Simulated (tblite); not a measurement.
Compound: C8H15P.
Atom-mapped SMILES: `[CH2:1]=[C:2]([CH3:3])[P:4](/[CH:5]=[CH:6]/[CH3:7])[CH2:8][CH3:9]` (hydrogens: H10, H11 on C1; H12, H13, H14 on C3; H15 on C5; H16 on C6; H17, H18, H19 on C7; H20, H21 on C8; H22, H23, H24 on C9)

Computed with GFN2-xTB (tblite), gas phase: L-BFGS steps from a force-field or distance-geometry start until the largest atomic force falls under 0.01 eV/Å.

Step 25: E = -740.8904 eV
```
atom  x, y, z in Å  |  force x, y, z in eV/Å
C1     -0.8266   -1.2402    1.8408   -0.007  -0.020  -0.010
C2     -0.9542   -1.4160    0.5351   -0.033  -0.073   0.014
C3     -1.3176   -2.7313   -0.0825   -0.017  -0.021  -0.019
P4     -0.6964   -0.0783   -0.7315   -0.099  -0.092  -0.011
C5      0.9783    0.4161   -0.2250    0.088  -0.021  -0.020
C6      2.0151   -0.0173   -0.9300    0.094  -0.056   0.002
C7      3.4506    0.2376   -0.6147    0.023  -0.005  -0.007
C8     -1.6822    1.2567    0.1045    0.012   0.118   0.006
C9     -1.4106    2.6329   -0.4832    0.016   0.061   0.003
H10    -0.9974   -2.0422    2.5425    0.024  -0.056  -0.029
H11    -0.5572   -0.2976    2.2867    0.030   0.009  -0.027
H12    -1.3454   -3.5388    0.6480    0.011   0.065   0.015
H13    -2.2944   -2.6561   -0.5605   -0.023   0.018   0.007
H14    -0.6012   -2.9820   -0.8647    0.036  -0.001   0.017
H15     1.1233    1.0369    0.6514   -0.068   0.022   0.020
H16     1.8305   -0.6461   -1.7947    0.043   0.060   0.011
H17     3.9842    0.5758   -1.5032   -0.033  -0.004   0.019
H18     3.9184   -0.6913   -0.2844    0.018   0.013  -0.015
H19     3.5687    0.9806    0.1718   -0.064  -0.018  -0.007
H20    -1.4388    1.2726    1.1687   -0.070  -0.032   0.038
H21    -2.7395    0.9993   -0.0102    0.029  -0.011   0.041
H22    -1.9919    3.3742    0.0603   -0.029   0.103  -0.042
H23    -1.6709    2.6918   -1.5388   -0.012  -0.087   0.041
H24    -0.3566    2.8824   -0.3789    0.030   0.028  -0.047
```

Step 26: E = -740.8939 eV
```
atom  x, y, z in Å  |  force x, y, z in eV/Å
C1     -0.8222   -1.2418    1.8407    0.003  -0.037  -0.041
C2     -0.9538   -1.4196    0.5352   -0.045  -0.030  -0.009
C3     -1.3197   -2.7344   -0.0849    0.005   0.015   0.004
P4     -0.7032   -0.0770   -0.7317   -0.085  -0.142   0.000
C5      0.9724    0.4174   -0.2295    0.080  -0.030  -0.021
C6      2.0110   -0.0168   -0.9310    0.073  -0.048  -0.019
C7      3.4446    0.2382   -0.6119    0.012   0.009   0.010
C8     -1.6784    1.2607    0.1106    0.015   0.067   0.007
C9     -1.4059    2.6306   -0.4864    0.016   0.079  -0.003
H10    -0.9875   -2.0461    2.5414    0.023  -0.039  -0.020
H11    -0.5498   -0.2981    2.2843    0.016  -0.024  -0.033
H12    -1.3487   -3.5417    0.6463   -0.006   0.072   0.001
H13    -2.2957   -2.6546   -0.5659    0.015   0.002   0.023
H14    -0.5987   -2.9853   -0.8634    0.010   0.002   0.020
H15     1.1131    1.0401    0.6460   -0.050   0.022   0.031
H16     1.8297   -0.6428   -1.7974    0.030   0.035  -0.004
H17     3.9806    0.5857   -1.4950   -0.028  -0.025   0.013
H18     3.9109   -0.6906   -0.2814    0.038   0.002  -0.032
H19     3.5539    0.9764    0.1787   -0.040   0.018   0.029
H20    -1.4260    1.2761    1.1712   -0.051  -0.013   0.082
H21    -2.7353    1.0036    0.0088   -0.026  -0.008   0.020
H22    -1.9874    3.3790    0.0439   -0.066   0.125   0.002
H23    -1.6618    2.6799   -1.5423   -0.014  -0.090  -0.004
H24    -0.3537    2.8807   -0.3789    0.074   0.036  -0.055
```

Step 27: E = -740.8973 eV
```
atom  x, y, z in Å  |  force x, y, z in eV/Å
C1     -0.8169   -1.2447    1.8399    0.015  -0.050  -0.053
C2     -0.9542   -1.4244    0.5351   -0.048   0.025  -0.026
C3     -1.3218   -2.7378   -0.0877    0.021   0.043   0.021
P4     -0.7121   -0.0779   -0.7314   -0.035  -0.120   0.021
C5      0.9671    0.4185   -0.2350    0.028  -0.041  -0.013
C6      2.0073   -0.0169   -0.9328    0.023  -0.025  -0.025
C7      3.4378    0.2395   -0.6082    0.005   0.021   0.031
C8     -1.6742    1.2661    0.1181    0.013  -0.001   0.016
C9     -1.4003    2.6297   -0.4901    0.008   0.078   0.001
H10    -0.9758   -2.0509    2.5401    0.022  -0.022  -0.010
H11    -0.5411   -0.2994    2.2802    0.001  -0.059  -0.038
H12    -1.3530   -3.5440    0.6443   -0.021   0.060  -0.001
H13    -2.2966   -2.6530   -0.5717    0.044  -0.015   0.030
H14    -0.5959   -2.9897   -0.8619   -0.015   0.006   0.018
H15     1.1025    1.0442    0.6400   -0.033   0.001   0.017
H16     1.8286   -0.6390   -1.8009    0.021  -0.001  -0.028
H17     3.9765    0.5967   -1.4850   -0.013  -0.036   0.001
H18     3.9026   -0.6897   -0.2786    0.063  -0.008  -0.041
H19     3.5357    0.9721    0.1876   -0.009   0.046   0.057
H20    -1.4126    1.2812    1.1759   -0.030   0.007   0.099
H21    -2.7315    1.0087    0.0311   -0.060   0.008  -0.005
H22    -1.9837    3.3865    0.0255   -0.072   0.118   0.024
H23    -1.6513    2.6648   -1.5469   -0.015  -0.081  -0.036
H24    -0.3488    2.8792   -0.3800    0.088   0.046  -0.061
```

**Question.** Estimate the geometry and energy of step 28. (The exact step hangs on the optimiser's Hessian estimate; all steps are aligned on step 27, rigid shifts and turns removed.)

**Answer.** E = -740.9005 eV, largest force 0.103 eV/Å
```
atom  x, y, z in Å  |  force x, y, z in eV/Å
C1     -0.8117   -1.2485    1.8382    0.025  -0.053  -0.042
C2     -0.9552   -1.4291    0.5345   -0.040   0.063  -0.030
C3     -1.3235   -2.7409   -0.0900    0.026   0.050   0.026
P4     -0.7206   -0.0801   -0.7299    0.020  -0.040   0.034
C5      0.9631    0.4186   -0.2400   -0.035  -0.050   0.000
C6      2.0045   -0.0176   -0.9352   -0.027   0.001  -0.018
C7      3.4318    0.2410   -0.6043   -0.001   0.025   0.048
C8     -1.6705    1.2719    0.1261    0.006  -0.046   0.023
C9     -1.3953    2.6307   -0.4933   -0.001   0.053   0.010
H10    -0.9644   -2.0557    2.5389    0.020  -0.013  -0.003
H11    -0.5331   -0.3020    2.2751   -0.009  -0.079  -0.035
H12    -1.3575   -3.5457    0.6422   -0.031   0.038   0.011
H13    -2.2968   -2.6525   -0.5765    0.051  -0.026   0.024
H14    -0.5940   -2.9949   -0.8602   -0.026   0.012   0.010
H15     1.0942    1.0479    0.6345   -0.021  -0.033  -0.010
H16     1.8281   -0.6359   -1.8052    0.017  -0.033  -0.046
H17     3.9729    0.6067   -1.4754    0.002  -0.036  -0.008
H18     3.8964   -0.6887   -0.2766    0.080  -0.008  -0.043
H19     3.5177    0.9687    0.1967    0.020   0.058   0.067
H20    -1.4026    1.2872    1.1826   -0.011   0.022   0.087
H21    -2.7286    1.0138    0.0515   -0.068   0.030  -0.025
H22    -1.9812    3.3966    0.0081   -0.049   0.077   0.021
H23    -1.6423    2.6492   -1.5515   -0.010  -0.063  -0.037
H24    -0.3430    2.8791   -0.3826    0.062   0.051  -0.064
```

The energy changes by -0.0032 eV. The first-order estimate −F·Δx gives -0.0043 eV and the mean of the old and new forces, exact on a quadratic surface, -0.0031 eV. The step makes an angle of 77° with the force vector and moves no atom by more than 0.021 Å.
